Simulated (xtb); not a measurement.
C3H7O, doublet, at a GFN2-xTB geometry; GFN1-xTB with ALPB(methanol) run with xtb.

Here is a job for xtb.
```
$ xtb mol.xyz --gfn 1 --uhf 1 --alpb methanol --json

# file mol.xyz
11

O     -0.05892672     1.35633054    -0.11322781
C     -0.02863471     0.02565496     0.35439911
H      0.82063304     1.73921461    -0.02733603
H      0.14012484     0.02515463     1.45324908
C     -1.32028118    -0.61414156     0.06029069
C      1.14796001    -0.75883329    -0.27258888
H      1.05098018    -0.75215105    -1.35533659
H     -2.03739428    -0.10086714    -0.54501858
H      2.09748678    -0.30189391     0.00291482
H     -1.53264840    -1.58991250     0.44633478
H      1.13796680    -1.78626957     0.07840942
```

Problem. What does xtb print? Leave out banner, timings and long lists.

Solution. 
```
   ID    Z sym.   atoms
    1    8 O      1
    2    6 C      2, 5, 6
    3    1 H      3, 4, 7-11

           -------------------------------------------------
          |                Calculation Setup                |
           -------------------------------------------------

           -------------------------------------------------
          |                 G F N 1 - x T B                 |
           -------------------------------------------------

      * Solvation model:               ALPB
        Solvent                        methanol
        Parameter file                 internal GFN1-xTB/ALPB
        Dielectric constant                3.2700E+01
        Reference state                gsolv [1 M gas/solution]
        Free energy shift                  4.3754E-03 Eh       2.7456E+00 kcal/mol
        Temperature                        2.9815E+02 K
        Density                            7.9200E-01 kg/L
        Solvent mass                       3.2040E+01 g/mol
        Interaction kernel             P16
        Born radius scaling (c1)           1.7266E+00
        Born radii integrator          GBOBC
        Born offset                        0.0000E+00 a0       0.0000E+00 AA
        H-bond correction              true
        Ion screening                  false
        Surface tension                    1.0000E-05 Eh       1.5569E+01 dyn/cm
        Grid points                               230 per atom

          ...................................................
          :                      SETUP                      :
          :.................................................:
          :  # basis functions                  30          :
          :  # atomic orbitals                  30          :
          :  # shells                           22          :
          :  # electrons                        25          :
          :  # halogen bonds                     0          :
          :  max. iterations                   250          :
          :  Hamiltonian                  GFN1-xTB          :
          :  restarted?                      false          :
          :  GBSA solvation                   true          :
          :  PC potential                    false          :
          :  electronic temp.          300.0000000     K    :
          :  accuracy                    1.0000000          :
          :  -> integral cutoff          0.2500000E+02      :
[...]
         :: total energy             -14.742584744219 Eh    ::
[...]
        30                          0.4544881              12.3673
      -------------------------------------------------------------
                  HL-Gap            0.2235132 Eh            6.0821 eV
             Fermi-level           -0.3183174 Eh           -8.6619 eV

  Mulliken/CM5 charges         n(s)   n(p)   n(d)
     1O    -0.60217 -0.81411   1.701  4.901  0.000
     2C     0.24438  0.19978   1.006  2.750  0.000
     3H     0.36687  0.53999   0.633  0.000  0.000
     4H     0.02735  0.09074   0.973  0.000  0.000
     5C    -0.13193 -0.23587   1.069  3.063  0.000
     6C    -0.11196 -0.26011   1.024  3.088  0.000
     7H     0.04114  0.09567   0.959  0.000  0.000
     8H     0.04653  0.10378   0.953  0.000  0.000
     9H     0.04213  0.09551   0.958  0.000  0.000
    10H     0.03709  0.09122   0.963  0.000  0.000
    11H     0.04056  0.09339   0.959  0.000  0.000

Wiberg/Mayer (AO) data.
largest (>0.10) Wiberg bond orders for each atom

 ---------------------------------------------------------------------------
     #   Z sym  total        # sym  WBO       # sym  WBO       # sym  WBO
 ---------------------------------------------------------------------------
     1   8 O    1.890 --     2 C    0.950     3 H    0.860
     2   6 C    3.918 --     5 C    1.091     1 O    0.950     6 C    0.947
                             4 H    0.932
     3   1 H    0.875 --     1 O    0.860
     4   1 H    1.013 --     2 C    0.932
     5   6 C    3.214 --     2 C    1.091    10 H    0.988     8 H    0.986
     6   6 C    3.991 --     7 H    0.988    11 H    0.986     9 H    0.984
                             2 C    0.947
     7   1 H    1.010 --     6 C    0.988
     8   1 H    1.005 --     5 C    0.986
     9   1 H    1.004 --     6 C    0.984
    10   1 H    1.003 --     5 C    0.988
    11   1 H    1.006 --     6 C    0.986
 ---------------------------------------------------------------------------

Topologies differ in total number of bonds
Writing topology from bond orders to xtbtopo.mol

 dipole moment from electron density (au)
     X       Y       Z
   1.0646  -0.3419   0.3746  total (Debye):    2.997

           -------------------------------------------------
          | TOTAL ENERGY              -14.742584744219 Eh   |
          | GRADIENT NORM               0.010463533463 Eh/α |
          | HOMO-LUMO GAP               6.082104665591 eV   |
           -------------------------------------------------

normal termination of xtb
```
